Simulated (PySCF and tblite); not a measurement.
Results of a calculation; reference values are marked as such.
C4H5FO2, numbered as in [CH3:1][O:2][C:3](=[O:4])/[CH:5]=[CH:6]\[F:7]. Search: ETKDG, MMFF94s, GFN2-xTB, 90 starts; geometries at GFN2-xTB. Free energies are TPSS-D3(BJ)/def2-TZVP single points with GFN2-xTB rigid-rotor and vibrational terms (modes under about 100 cm⁻¹ blended into free rotors). Symmetry numbers and mirror images are counted. Conformers within 2.5 kcal/mol (GFN2-xTB free energy) were kept, 6 at most. GIAO shieldings: PBE0/pcSseg-1. Shifts are against TMS (¹H), TMS (¹³C), CFCl3 (¹⁹F) at the same level. (PySCF 2.14, tblite 0.8.)

Torsions listed: C1–O2–C3–O4, O2–C3–C5–C6.

```
conformer     shape  point group  mirror pair  ΔE(DFT)  Δ(G−E) at 350 K  δ C5 (ppm)
        1  0°, 180°           Cs           no     0.00             0.00       110.1
        2    0°, 0°           Cs           no     0.29            -0.01       111.9
```

Energies in kcal/mol; the thermal term leaves out symmetry numbers and mirror images.

Task: Work out the weights at 350 K and the ¹³C shift of C5 under fast exchange.

Result: RT = 0.696 kcal/mol. Each conformer gets RT ln(σ/g), with σ the rotational symmetry number and g = 2 for a mirror pair: 1: σ = 1, g = 1, G = 0.00 + 0.00 + 0.00 = 0.00, 0.00 above the lowest, exp(−ΔG/RT) = 1.000; 2: σ = 1, g = 1, G = 0.29 − 0.01 + 0.00 = 0.28, 0.28 above the lowest, exp(−ΔG/RT) = 0.670. The sum is 1.670, so the weights are 59.9, 40.1 %. The averaged shift is 110.8 ppm. At 298.15 K it is 110.8 ppm. At 298.15 K the leading conformer alone gives 110.1 ppm and bare DFT energies give 110.8 ppm.

The minima are those of GFN2-xTB; planar forms about aryl–S or allylic bonds may be saddles in DFT.
